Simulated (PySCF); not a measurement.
A calculated (B3LYP, PySCF 2.14, aug-cc-pVQZ, no relativity, point nucleus) atom or ion has these occupied shells.

```json
{"shell": "1s", "electrons": "2", "orbital energy (eV)": "-842.71", "rms radius, mean of both spins (bohr)": "0.184"}
{"shell": "2s", "electrons": "2", "orbital energy (eV)": "-39.740", "rms radius, mean of both spins (bohr)": "0.992"}
{"shell": "2p", "electrons": "6", "orbital energy (eV)": "-15.654", "rms radius, mean of both spins (bohr)": "1.13"}
```

Q: Name the element and its charge.

A: Ne (neon, neutral), in [Ne], closed-shell 1S.
